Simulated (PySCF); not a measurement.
## Highest orbital energy against ionisation energy along group 13

Calculated with PySCF 2.14, no spin-orbit coupling. Each cell gives −ε(HOMO) / ΔSCF in eV; NIST values include spin-orbit coupling, (s) semi-empirical, (t) theoretical.

```csv
species,UHF,LDA,PBE,PBE0,r2SCAN,NIST (lowest levels)
"B+ (aug-cc-pwCVTZ, non-relativistic)",23.776 / 23.442,19.406 / 24.554,19.506 / 24.607,20.794 / 24.563,19.724 / 24.260,25.155
"Al+ (aug-cc-pwCVTZ, non-relativistic)",17.750 / 17.520,14.889 / 18.892,14.782 / 18.757,15.737 / 18.652,14.932 / 18.374,18.829
"Ga+ (aug-cc-pwCVTZ-PP with ECP10MDF, ECP)",19.026 / 18.744,16.630 / 21.139,16.273 / 20.722,17.173 / 20.392,16.613 / 20.527,20.515
"In+ (aug-cc-pwCVTZ-PP with ECP28MDF, ECP)",17.280 / 17.008,15.374 / 19.497,14.989 / 19.056,15.782 / 18.720,15.207 / 18.810,18.870
"Tl+ (aug-cc-pwCVTZ-PP with ECP60MDF, ECP)",18.719 / 18.361,16.664 / 20.966,16.267 / 20.502,17.128 / 20.185,16.483 / 20.323,20.428
```

**Question.** How far is −ε(HOMO) from ΔSCF on average for each method, and why?

**Answer.** UHF 0.30 eV; LDA -4.42 eV; PBE -4.37 eV; PBE0 -3.18 eV; r2SCAN -3.87 eV. Hartree-Fock orbital energies lack relaxation and so exceed the ΔSCF value; semilocal functionals have convex E(N) from self-interaction, so their HOMO lies far too high; exact exchange moves hybrids part of the way back.
